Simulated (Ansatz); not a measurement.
`[NH2][V](=[O])([F])[Cl]` + H₂O → `[NH2][V](=[O])([OH])[Cl]` + H–F at 400 K and 1 bar (formal hydrolysis of a V–F bond).

Program: Ansatz. Geometries: PBE0-D4/def2-TZVP. ΔE: electronic, gas phase. CBS: MP2 limit from def2 TZ/QZ plus the TZ coupled-cluster correction, frozen cores. This one scheme is used for every species. For V outer-core shells are correlated without core-valence functions, which leaves a few kJ/mol of doubt a bond. Scalar relativity is left out up to krypton. Each species was taken in one conformer, which may not be the lowest.

| species | CCSD(T)/CBS energy (Eh) | H − E (kJ/mol) | S (J/(mol·K)) |
| --- | --- | --- | --- |
| `[NH2][V](=[O])([F])[Cl]` | -1634.26730 | 118.0 | 369.4 |
| H₂O | -76.37941 | 69.8 | 198.6 |
| `[NH2][V](=[O])([OH])[Cl]` | -1610.23816 | 149.3 | 381.4 |
| H–F | -100.39570 | 36.5 | 182.2 |

H − E and S are ideal-gas, rigid-rotor, harmonic terms from PBE0-D4/def2-TZVP, for one conformer and one mirror image of each species. 1 Eh = 2625.50 kJ/mol, R = 8.31446 J/(mol·K).

**Question.** By hand: ΔE, ΔH, ΔS and ΔG.

**Answer.** ΔE = (-1610.23816) + (-100.39570) − (-1634.26730) − (-76.37941) = 0.01285 Eh = 33.7 kJ/mol. Δ(H − E) = 149.3 + 36.5 − 118.0 − 69.8 = -2.0, so ΔH = 31.7 kJ/mol. ΔS = 381.4 + 182.2 − 369.4 − 198.6 = -4.4 J/(mol·K). ΔG = 31.7 − 400 × (-4.4)/1000 = 33.5 kJ/mol.

**Question.** By hand: the equilibrium constant, and the temperature at which ΔG would vanish if ΔH and ΔS stayed fixed.

**Answer.** log₁₀ K = −ΔG/(RT ln 10) = -4.4. ΔH and −TΔS have one sign here, so there is no such temperature.

The number of gas molecules stays the same, so ΔS is small and ΔH decides. A doubt of 5 kJ/mol in ΔE shifts log₁₀ K by 0.7 here. Other conformers and mirror images would add mixing entropy, several J/(mol·K) or more a flexible species. These are equilibria of isolated gas molecules and say nothing of rates. Largest T1 diagnostic: 0.033 (customary marks: 0.02 for closed shells, 0.045 for open ones).

ΔS is within the doubt of such terms, so its sign, and with it that verdict, could turn.
